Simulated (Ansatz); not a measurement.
Consider the formal hydrolysis of the Si–Cl bond: `F[SiH2][SiH2]Cl` + H₂O → `O[SiH2][SiH2]F` + HCl.

Gas-phase electronic energies from Ansatz, PBE0-D4/def2-TZVP geometries. CCSD(T)/CBS is frozen-core, at the limit of the def2 triple- and quadruple-zeta sets. DFT in def2-TZVPP. Each species was taken in one conformer, which may not be the lowest.

| level | ΔE (kJ/mol) | difference from CCSD(T)/CBS |
| --- | --- | --- |
| r2SCAN-D4 | 14.7 | -1.4 |
| B2PLYP | 9.6 | -6.5 |
| PBE0 | 17.7 | 1.6 |
| MP2/def2-TZVPP | 13.5 | -2.6 |
| SCS-MP2/def2-TZVPP | 9.4 | -6.7 |
| CCSD/def2-TZVPP | 8.5 | -7.6 |
| CCSD/def2-QZVPP | 11.5 | -4.6 |
| CCSD(T)/def2-QZVPP | 13.4 | -2.7 |
| MP2/CBS(def2) | 19.3 | 3.2 |
| CCSD/CBS(def2) | 13.8 | -2.3 |
| CCSD(T)/CBS | 16.1 | 0 |

Largest T1 diagnostic among the species: 0.012.

In def2-TZVPP, CCSD(T) changes the Hartree–Fock value by +4.6 kJ/mol (the triples alone add +1.4 kJ/mol) and MP2 by +8.1 kJ/mol.
